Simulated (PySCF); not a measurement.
B(H)2(SiH3) (BH₅Si), SMILES B[SiH3]. Atoms are numbered in the order given.

```xyz
7

B      1.4379    -0.0212     0.0000
H      2.0563     0.0024     1.0181
H      2.0563     0.0024    -1.0181
Si    -0.5718    -0.0050     0.0000
H     -0.9587     1.4351     0.0000
H     -1.1693    -0.6321    -1.2049
H     -1.1693    -0.6321     1.2049
```

Geometry: B3LYP-D3(BJ)/def2-TZVP.

The numbers are results of PySCF with ωB97X/def2-TZVPD, not measurements.

Gas-phase values at a fixed geometry.

Computed frontier levels, gap, dipole moment and polarisability:
- highest occupied level = -10.86 eV
- lowest empty level = -0.17 eV
- orbital gap = 10.69 eV
- dipole moment = 0.41 D
- quadrupole, principal values (traceless, Buckingham form, about the centre of nuclear charge) = -1.40, -0.77, 2.17 D·Å
- mean static polarisability = 45.6 bohr³ (6.76 Å³)
- polarisability, principal values = 40.3, 43.8, 52.8 bohr³
